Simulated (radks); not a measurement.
Results of a calculation; reference values are marked as such.
Successive ionisation energies (eV) of one element, from differences of total energies of ions in their ground configurations, starting at charge 44: 2354.5, 2415.8, 2477.3, 2539.1, 2753.0, 2818.9, 2992.0, 3055.1, 5050.9, 5193.6, 5337.8, 5483.5, 5630.5, 5779.0, 6040.4, 6195.5, 6352.0, 6509.9, 6932.6, 7068.9, 7205.6, 7342.6. Level of theory: Dirac Kohn-Sham, relativistic LDA (MacDonald-Vosko exchange, VWN5 correlation), spin-unpolarised, spherical densities, finite nucleus; open shells fill j = l - 1/2 first; Fermi nuclear charge, rms radius 5.4648 fm (a radial shooting solver on a logarithmic mesh with Libxc functionals). Which element is it?

Answer. Mercury (Z = 80). The first species listed is Hg44+ in [Kr], the last Hg65+ in [Ne] 3s2 3p3.
